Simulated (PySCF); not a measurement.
The dipole of `C[SiH2][Si@@H](N)C#N` from its density and from atomic charges.

Coordinates (GFN2-xTB, Å) and charges (e) from the PBE0/pcSseg-1 density (PySCF):

```tsv
atom	x	y	z	Mulliken	IAO	Hirshfeld	ESP-fitted
C1	-2.026	0.657	0.153	-0.6134	-0.6983	-0.2038	-0.4756
Si2	-1.044	-0.836	-0.488	+0.2907	+0.4617	+0.2632	+0.3894
Si3	1.208	-0.618	-0.013	+0.6869	+0.7500	+0.3421	+0.4009
N4	1.829	0.763	-0.838	-0.6244	-0.8374	-0.3113	-0.9662
C5	1.495	-0.146	1.776	-0.2068	-0.1538	-0.0349	+0.2378
N6	1.635	0.124	2.882	-0.2120	-0.2047	-0.2075	-0.4193
H7	-1.708	1.575	-0.334	+0.1463	+0.1611	+0.0452	+0.1182
H8	-1.880	0.786	1.222	+0.1551	+0.1640	+0.0470	+0.1282
H9	-3.092	0.541	-0.024	+0.1506	+0.1623	+0.0483	+0.1394
H10	-1.587	-2.056	0.125	-0.0478	-0.1021	-0.0750	-0.1272
H11	-1.276	-0.963	-1.937	-0.0545	-0.1050	-0.0761	-0.0953
H12	2.034	-1.838	-0.140	-0.0751	-0.1368	-0.0825	-0.1129
H13	2.718	1.158	-0.575	+0.2048	+0.2726	+0.1249	+0.3954
H14	1.693	0.853	-1.831	+0.1997	+0.2662	+0.1206	+0.3873
```

Q: Form Σ q r in debye for every column and set it beside the full dipole.

A: The full density gives (-0.48, 0.02, -4.24) D, 4.26 D in size; dipole vectors point from the negative to the positive end.

```csv
scheme,μx,μy,μz,size (D),share of the full size (%),angle to the full dipole (°)
Mulliken,-0.71,-1.98,-4.49,4.96,116,24
IAO,-0.64,-1.80,-3.81,4.26,100,25
Hirshfeld,-0.64,-0.30,-3.19,3.27,77,7
ESP-fitted,-0.51,0.01,-4.23,4.26,100,0
```

Q: Which set comes closest?

A: Length of the difference vector: ESP-fitted 0.03 D, Hirshfeld 1.10 D, IAO 1.87 D, Mulliken 2.03 D. Closest: ESP-fitted. The schemes that divide the density aren't constrained to reproduce the dipole.

Q: What is left for the Hirshfeld atoms' own dipoles?

A: The Hirshfeld atoms' densities add up to the full density, so μ = Σ q r + Σ (atomic dipoles). The atomic dipoles sum to (-0.48, 0.02, -4.24) − (-0.64, -0.30, -3.19) = (0.16, 0.32, -1.05) D, 1.10 D in size.

Q: With the origin at the mean of the coordinates, (0.000, 0.000, -0.002) Å, which are the largest single terms, by size, of the Mulliken dipole along the direction of the full one?

A: N6 +3.10, C5 +1.92, N4 -1.89, H14 +1.56, Si2 +0.83 D; all 14 atoms together +4.53 D. The single terms depend on the origin, their sum doesn't.

Q: Give the size of the full dipole in other units.

A: 4.26 D = 1.678 au = 0.888 e·Å = 14.23 × 10⁻³⁰ C·m.

The structure is a single GFN2-xTB conformer in the gas phase; no vibrational or solvent corrections.

Shape of the structure used: `[CH3:1][SiH2:2][Si@@H:3]([NH2:4])[C:5]#[N:6]`: C1–Si2–Si3–N4 -63°, H–N4–Si3–Si2 164°, H–N4–Si3–Si2 -53°.
